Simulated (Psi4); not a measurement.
Psi4 input (wB97X-D/6-31G*):

```
memory 1500 MB

molecule {
1 1
Mg   -0.00000000   -0.00000000   -1.30205059
Cl    0.00000000    0.00000000    0.91909453
symmetry c1
no_reorient
no_com
}

set {
  basis 6-31G*
  reference rks
  scf_type pk
  dft_radial_points 99
  dft_spherical_points 590
  e_convergence 1e-8
  d_convergence 1e-7
  maxiter 150
}

e = energy('wb97x-d')
print_out(f'\nFINAL {e:.10f} DIPOLE {variable("CURRENT DIPOLE")[0]:.6f} {variable("CURRENT DIPOLE")[1]:.6f} {variable("CURRENT DIPOLE")[2]:.6f}\n')
```

Output:

```
   => Loading Basis Set <=

    Name: 6-31G*
    Role: ORBITAL
    Keyword: BASIS
    atoms 1 entry MG         line   220 file 6-31gs.gbs
    atoms 2 entry CL         line   340 file 6-31gs.gbs

   => WB97X-D: Empirical Dispersion <=

    Chai and Head-Gordon Dispersion Correction
    Chai, J.-D.; Head-Gordon, M. (2010), J. Chem. Phys., 132: 6615-6620

        s6 =       1.000000

         ---------------------------------------------------------
                                   SCF
               by Justin Turney, Rob Parrish, Andy Simmonett
                          and Daniel G. A. Smith
                              RKS Reference
         ---------------------------------------------------------

  ==> Geometry <==

    Molecular point group: c1
    Full point group: C_inf_v

    Geometry (in Angstrom), charge = 1, multiplicity = 1:

       Center              X                  Y                   Z               Mass
    ------------   -----------------  -----------------  -----------------  -----------------
         MG           0.000000000000     0.000000000000    -1.302050590000    23.985041697000
         CL           0.000000000000     0.000000000000     0.919094530000    34.968852682000

  Running in c1 symmetry.

  Rotational constants: A = ************  B =      0.24013  C =      0.24013 [cm^-1]
  Rotational constants: A = ************  B =   7198.91546  C =   7198.91546 [MHz]
  Nuclear repulsion =   48.602025146686501

  Charge       = 1
  Multiplicity = 1
  Electrons    = 28
  Nalpha       = 14
  Nbeta        = 14

  ==> Algorithm <==

  SCF Algorithm Type is PK.
  DIIS enabled.
  MOM disabled.
  Fractional occupation disabled.
  Guess Type is SAD.
  Energy threshold   = 1.00e-08
  Density threshold  = 1.00e-07
  Integral threshold = 1.00e-12

  ==> Primary Basis <==

  Basis Set: 6-31G*
    Blend: 6-31G*
    Number of shells: 16
    Number of basis functions: 38
    Number of Cartesian functions: 38
    Spherical Harmonics?: false
    Max angular momentum: 2

  ==> DFT Potential <==

   => LibXC <=

    Version 7.1.2
    S. Lehtola, C. Steigemann, M. J. T. Oliveira, and M. A. L. Marques,  SoftwareX 7, 1–5 (2018) (10.1016/j.softx.2017.11.002)

   => Composite Functional: WB97X-D <=

    wB97X-D Hyb-GGA Exchange-Correlation Functional

    J.-D. Chai and M. Head-Gordon,  Phys. Chem. Chem. Phys. 10, 6615–6620 (2008) (10.1039/B810189B)

    Deriv               =              1
    GGA                 =           TRUE
    Meta                =          FALSE

    Exchange Hybrid     =           TRUE
    MP2 Hybrid          =          FALSE

   => Exchange-Correlation Functionals <=

    1.0000   wB97X-D range-separated functional

   => Exact (HF) Exchange <=

    0.7780            HF,LR [omega = 0.2000]
    0.2220               HF

   => LibXC Density Thresholds  <==

    XC_HYB_GGA_XC_WB97X_D:  1.00E-14

   => Molecular Quadrature <=

    Radial Scheme          =       TREUTLER
    Pruning Scheme         =           NONE
    Nuclear Scheme         =       TREUTLER

    Blocking Scheme        =         OCTREE
    BS radius alpha        =              1
    Pruning alpha          =              1
    Radial Points          =             99
    Spherical Points       =            590
    Total Points           =         109931
    Total Blocks           =            961
    Max Points             =            256
    Max Functions          =             37
    Weights Tolerance      =       1.00E-15

  ==> Integral Setup <==

  Using in-core PK algorithm.
   Calculation information:
      Number of atoms:                   2
      Number of AO shells:              16
      Number of primitives:             54
      Number of atomic orbitals:        38
      Number of basis functions:        38

      Integral cutoff                 1.00e-12
      Number of threads:                 1

  Performing in-core PK
  Using 824733 doubles for integral storage.
  We computed 8910 shell quartets total.
  Whereas there are 9316 unique shell quartets.

  Computing range-separated integrals for PK
  We computed 8910 wK shell quartets total.
  Whereas there are 9316 wK unique shell quartets.

  ==> DiskJK: Disk-Based J/K Matrices <==

    J tasked:                  Yes
    K tasked:                  Yes
    wK tasked:                 Yes
    Omega:               2.000E-01
    Schwarz Cutoff:          1E-12


  Cached 100.0% of DFT collocation blocks in 0.101 [GiB].

  Minimum eigenvalue in the overlap matrix is 1.9679121477E-02.
  Reciprocal condition number of the overlap matrix is 4.1036834363E-03.
    Using symmetric orthogonalization.

  ==> Pre-Iterations <==

  SCF Guess: Superposition of Atomic Densities via on-the-fly atomic UHF (no occupation information).

   -------------------------
    Irrep   Nso     Nmo
   -------------------------
     A         38      38
   -------------------------
    Total      38      38
   -------------------------

  ==> Iterations <==

                        Total Energy        Delta E     RMS |[F,P]|

   @RKS iter SAD:  -659.84103978210226   -6.59841e+02   0.00000e+00
   @RKS iter   1:  -659.94123666364897   -1.00197e-01   6.90220e-03 DIIS/ADIIS
   @RKS iter   2:  -659.96905523334397   -2.78186e-02   6.08075e-03 DIIS/ADIIS
   @RKS iter   3:  -659.99899916689742   -2.99439e-02   2.70640e-04 DIIS/ADIIS
   @RKS iter   4:  -659.99920408160187   -2.04915e-04   1.17806e-04 DIIS/ADIIS
   @RKS iter   5:  -659.99923184757540   -2.77660e-05   3.45062e-05 DIIS
   @RKS iter   6:  -659.99923539282588   -3.54525e-06   7.62439e-06 DIIS
   @RKS iter   7:  -659.99923574499735   -3.52171e-07   1.11480e-06 DIIS
   @RKS iter   8:  -659.99923575034109   -5.34374e-09   2.86040e-07 DIIS
   @RKS iter   9:  -659.99923575052435   -1.83263e-10   2.45112e-08 DIIS
  Energy and wave function converged.

  ==> Post-Iterations <==

   Electrons on quadrature grid:
      Ntotal   =   27.9999996242 ; deviation = -3.758e-07

    Orbital Energies [Eh]
    ---------------------

    Doubly Occupied:

       1A   -101.860811     2A    -47.334449     3A     -9.732313
       4A     -7.477845     5A     -7.472721     6A     -7.472721
       7A     -3.586737     8A     -2.316654     9A     -2.316654
      10A     -2.313847    11A     -1.051658    12A     -0.612971
      13A     -0.562813    14A     -0.562813

    Virtual:

      15A     -0.276449    16A     -0.155934    17A     -0.155934
      18A     -0.098913    19A     -0.014979    20A      0.032206
      21A      0.032206    22A      0.071203    23A      0.126190
      24A      0.126190    25A      0.138620    26A      0.138620
      27A      0.230006    28A      0.434027    29A      0.434027
      30A      0.468161    31A      0.482977    32A      0.676163
      33A      0.814596    34A      0.814597    35A      0.874464
      36A      0.874464    37A      1.116350    38A      4.190600

    Final Occupation by Irrep:
              A
    DOCC [    14 ]
    NA   [    14 ]
    NB   [    14 ]

  @RKS Final Energy:  -659.99923575052435

   => Energetics <=

    Nuclear Repulsion Energy =             48.6020251466865005
    One-Electron Energy =               -1005.4459470993654122
    Two-Electron Energy =                 329.3595026318756709
    DFT Exchange-Correlation Energy =     -32.5147405160273451
    Empirical Dispersion Energy =          -0.0000759136937308
    VV10 Nonlocal Energy =                  0.0000000000000000
    Total Energy =                       -659.9992357505243490

Computation Completed

Properties will be evaluated at   0.000000,   0.000000,   0.000000 [a0]

Properties computed using the SCF density matrix

 Multipole Moments:

 ------------------------------------------------------------------------------------
     Multipole            Electronic (a.u.)      Nuclear  (a.u.)        Total (a.u.)
 ------------------------------------------------------------------------------------

 L = 1.  Multiply by 2.5417464519 to convert [e a0] to [Debye]
 Dipole X            :          0.0000000            0.0000000            0.0000000
 Dipole Y            :         -0.0000000            0.0000000           -0.0000000
 Dipole Z            :         -4.4494839           -0.0000001           -4.4494840
 Magnitude           :                                                    4.4494840

 ------------------------------------------------------------------------------------

FINAL -659.9992357505 DIPOLE 0.000000 -0.000000 -4.449484

*** Psi4 exiting successfully. Buy a developer a beer!
```

The dipole moment of an ion depends on the origin.
